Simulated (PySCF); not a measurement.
Compound: C6H15BN2.
SMILES: `C[NH2+][B@-](C)(C#N)C(C)C`

Torsions of this conformer, `[CH3:1][NH2+:2][B@-:3]([CH3:4])([C:5]#[N:6])[CH:7]([CH3:8])[CH3:9]`: C1–N2–B3–C4 60°, N2–B3–C7–C8 -68°.

The closed-shell ground state was solved at several levels (PySCF, density fitting, gas phase, non-relativistic). Isolated species at its PBE0-D3(BJ)/def2-SVP geometry (one conformer only).

| level | basis functions | HOMO (eV) | LUMO (eV) | gap (eV) | dipole (D) |
| --- | --- | --- | --- | --- | --- |
| PBE0/pcSseg-1 | 228 | -7.63 | 0.08 | 7.71 | 6.51 |
| CAM-B3LYP/def2-SVPD | 300 | -9.02 | 0.38 | 9.40 | 6.48 |

What might wB97X-D/pcSseg-1 (228 basis functions) give for the same quantities?

HOMO -9.49 eV, LUMO 1.90 eV, gap 11.39 eV, dipole 6.59 D.

Over all these levels, which gives the widest orbital gap and which the narrowest?

wB97X-D/pcSseg-1 (range-separated hybrid) has the widest, 11.39 eV, and PBE0/pcSseg-1 (global hybrid, 25 % exact exchange) the narrowest, 7.71 eV. The two share the basis. From the narrowest to the widest the HOMO moves by -1.86 eV and the LUMO by +1.82 eV.

How far do the dipole and the HOMO energy spread over the levels?

The dipole runs from 6.48 to 6.59 D (mean 6.53 D) and the HOMO from -9.49 to -7.63 eV.
